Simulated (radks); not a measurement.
Species: the gadolinium ion Gd3+. Configuration: [Xe] 4f5 5d2 (not the ground configuration).

Calculated with a radial shooting solver on a logarithmic mesh with Libxc functionals: Dirac Kohn-Sham, exchange-only LDA, spin-unpolarised, spherical densities, finite nucleus; open shells fill j = l - 1/2 first; Fermi nuclear charge, rms radius 5.1569 fm.

Energy parts (eV):
| part | energy |
|---|---|
| total | -306483.58 |
| kinetic | 334241.16 |
| electron-nucleus | -750899.81 |
| Hartree | 116550.17 |
| exchange | -6375.09 |

Orbitals (lengths in bohr, moments of r in powers of bohr; r(max) is where P^2 peaks):
| orbital | occ. | eigenvalue (eV) | <r^4> | <r> | <1/r> | r(max) |
|---|---|---|---|---|---|---|
| 1s1/2 | 2 | -50032.95 | 1.144e-06 | 0.02192 | 71.58 | 0.01393 |
| 2s1/2 | 2 | -8292.062 | 0.0001814 | 0.09283 | 17.08 | 0.07924 |
| 2p1/2 | 2 | -7879.189 | 0.0001121 | 0.07750 | 17.07 | 0.05982 |
| 2p3/2 | 4 | -7184.363 | 0.0001472 | 0.08434 | 15.08 | 0.06566 |
| 3s1/2 | 2 | -1871.487 | 0.007064 | 0.2443 | 6.221 | 0.2248 |
| 3p1/2 | 2 | -1692.003 | 0.006416 | 0.2339 | 6.140 | 0.2119 |
| 3p3/2 | 4 | -1549.617 | 0.007865 | 0.2469 | 5.637 | 0.2242 |
| 3d3/2 | 4 | -1238.139 | 0.005693 | 0.2189 | 5.516 | 0.1780 |
| 3d5/2 | 6 | -1207.110 | 0.006063 | 0.2230 | 5.391 | 0.1815 |
| 4s1/2 | 2 | -409.0764 | 0.1708 | 0.5511 | 2.617 | 0.5154 |
| 4p1/2 | 2 | -339.0542 | 0.1929 | 0.5622 | 2.514 | 0.5193 |
| 4p3/2 | 4 | -306.7811 | 0.2355 | 0.5913 | 2.343 | 0.5454 |
| 4d3/2 | 4 | -190.9217 | 0.3262 | 0.6233 | 2.133 | 0.5518 |
| 4d5/2 | 6 | -185.0190 | 0.3473 | 0.6333 | 2.091 | 0.5602 |
| 5s1/2 | 2 | -81.0014 | 4.946 | 1.282 | 1.049 | 1.167 |
| 5p1/2 | 2 | -60.3754 | 7.550 | 1.410 | 0.9428 | 1.257 |
| 5p3/2 | 4 | -55.2091 | 9.424 | 1.491 | 0.8824 | 1.326 |
| 4f5/2 | 5 | -47.2632 | 1.247 | 0.7704 | 1.640 | 0.5493 |
| 4f7/2 | 0 | -46.3905 | 1.301 | 0.7779 | 1.625 | 0.5536 |
| 5d3/2 | 2 | -27.4168 | 33.75 | 1.994 | 0.6469 | 1.674 |
| 5d5/2 | 0 | -26.8651 | 36.06 | 2.028 | 0.6345 | 1.704 |
| 6s1/2 | 0 | -23.4875 | 140.9 | 2.996 | 0.4290 | 2.763 |
| 6p1/2 | 0 | -18.4360 | 245.8 | 3.433 | 0.3738 | 3.156 |
| 6p3/2 | 0 | -17.5488 | 291.0 | 3.585 | 0.3573 | 3.309 |

The highest occupied level is 5d3/2 at -27.417 eV. The configuration is held as typed, so some empty levels lie below it. The electron density at the nucleus is 6.26e+05 e/bohr^3. The density falls to 0.001 e/bohr^3 at r = 3.57 bohr. Summed over all electrons, <r^2> = 39.81 bohr^2, which gives a Langevin (diamagnetic) susceptibility term of -31.5 x 10^-6 cm^3/mol.
